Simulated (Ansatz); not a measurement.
Reaction (ligand exchange at the Al–O bond): `O[Si](O)(O)[O][Al]([F])[Cl]` + HBr → `[F][Al]([Cl])[Br]` + orthosilicic acid

Program: Ansatz. Geometries: PBE0-D4/def2-TZVP. ΔE: electronic, gas phase. CCSD(T)/CBS is the MP2 limit (def2-TZVPP, def2-QZVPP) plus CCSD(T) − MP2 in def2-TZVPP, frozen cores. This one scheme is used for every species. Functionals use def2-TZVPP. B3LYP here is the variant with VWN-RPA as its local correlation; programs differ in this. HSE06 is defined as in plane-wave codes. For Br outer-core shells are correlated without core-valence functions, which leaves a few kJ/mol of doubt a bond. Scalar relativity is left out up to krypton. Each species was taken in one conformer, which may not be the lowest.

`O[Si](O)(O)[O][Al]([F])[Cl]`:

Z-matrix (Å, degrees):
```
Si
O 1 1.633
O 1 1.630 2 114.5
O 1 1.628 2 105.8 3 -119.5
O 1 1.617 2 109.7 3 117.2
H 2 0.958 1 117.6 3 -75.2
H 3 0.958 1 117.1 2 -72.0
H 4 0.958 1 116.6 2 -27.5
Al 5 1.666 1 151.7 2 -165.5
F 9 1.636 5 118.6 1 146.8
Cl 9 2.068 5 122.8 1 -35.3
```

HBr:

Cartesian coordinates in Å:
```
Br -0.116 -0.624 -0.319
H 0.116 0.624 0.319
```

`[F][Al]([Cl])[Br]`:

```xyz
4

F    -1.120    0.378    1.286
Al   -0.080   -0.005    0.086
Cl    0.118   -1.984   -0.473
Br    1.082    1.611   -0.899
```

`O[Si](O)(O)O`:

```xyz
9

O     1.315    0.907    0.328
Si    0.000    0.000    0.000
O    -0.142   -1.065    1.227
O     0.069   -0.883   -1.370
O    -1.242    1.041   -0.186
H     2.055    0.457    0.738
H    -0.678   -1.842    1.061
H    -0.130   -0.423   -2.186
H    -1.248    1.808    0.388
```

```
             level  ΔE (kJ/mol)  difference from CCSD(T)/CBS
       LDA (SPW92)         -3.7                         -4.3
            PBE-D4         -5.1                         -5.7
         revPBE-D4         -4.4                         -5.0
           BLYP-D4          8.1                          7.5
         r2SCAN-D4         -0.3                         -0.9
            B97M-V          3.4                          2.8
           PBE0-D4         -4.7                         -5.3
          B3LYP-D4          7.1                          6.5
        r2SCANh-D4         -0.6                         -1.2
        r2SCAN0-D4         -1.1                         -1.7
          BHLYP-D4          7.2                          6.6
           ωB97M-V          0.2                         -0.4
            B2PLYP          3.3                          2.7
          PBE-QIDH         -4.1                         -4.7
               PBE         -8.1                         -8.7
            revPBE         -9.5                        -10.1
              BLYP          3.0                          2.4
            r2SCAN         -1.8                         -2.4
              PBE0         -7.8                         -8.4
             B3LYP          2.8                          2.2
           r2SCAN0         -2.8                         -3.4
             HSE06         -8.3                         -8.9
             BHLYP          3.8                          3.2
         CAM-B3LYP          6.4                          5.8
           LC-ωPBE         -2.0                         -2.6
RPA@PBE/def2-TZVPP          9.1                          8.5
       HF/def2-SVP          8.9                          8.3
      MP2/def2-SVP          7.2                          6.6
     CCSD/def2-SVP         11.4                         10.8
  CCSD(T)/def2-SVP         10.8                         10.2
     HF/def2-TZVPP          3.5                          2.9
    MP2/def2-TZVPP          1.5                          0.9
   CCSD/def2-TZVPP          6.3                          5.7
CCSD(T)/def2-TZVPP          5.4                          4.8
     HF/def2-QZVPP          5.9                          5.3
    MP2/def2-QZVPP         -0.4                         -1.0
SCS-MP2/def2-QZVPP          3.5                          2.9
      HF/CBS(def2)          6.2                          5.6
     MP2/CBS(def2)         -3.3                         -3.9
    CCSD/CBS(def2)          1.5                          0.9
       CCSD(T)/CBS          0.6                            0
```

Largest T1 diagnostic among the species: 0.011.

At CCSD(T), def2-SVP lies +10.3 kJ/mol from the extrapolated value and def2-TZVPP +4.8 kJ/mol. The D4 term adds +4.3 kJ/mol with B3LYP and +3.0 kJ/mol with PBE0; it sums over pairs of atoms, weighted by their polarisabilities, and B3LYP, whose exchange is more repulsive, gets the larger term. Leaving LDA and LC-ωPBE aside and taking each functional with its dispersion term where it has one, the values, not all of them listed here, spread over 15.1 kJ/mol, from HSE06-D4 to CAM-B3LYP-D4. LDA lies +4.4 kJ/mol from PBE without D4.
